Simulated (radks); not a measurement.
Values are calculated unless marked as measured or tabulated.
Tm57+, 12 electrons, occupied as [Ne] 3s2. Level of theory: scalar-relativistic Kohn-Sham, exchange-only LDA, spin-polarised, spherical densities, point nucleus (a radial shooting solver on a logarithmic mesh with Libxc functionals). Some entries of the table are withheld. Estimate them.

orbital,occ.,eigenvalue (eV),<1/r> (bohr^-1),<r^2> (bohr^2)
1s,2,-63809.97,79.08,0.0005482
2s,2,-14318.37,18.70,0.008259
2p,6,(1),17.20,0.006675
3s,2,(2),7.660,0.04576

Answer. 
(1) 2p eigenvalue (eV): -13194.05
(2) 3s eigenvalue (eV): -5865.990
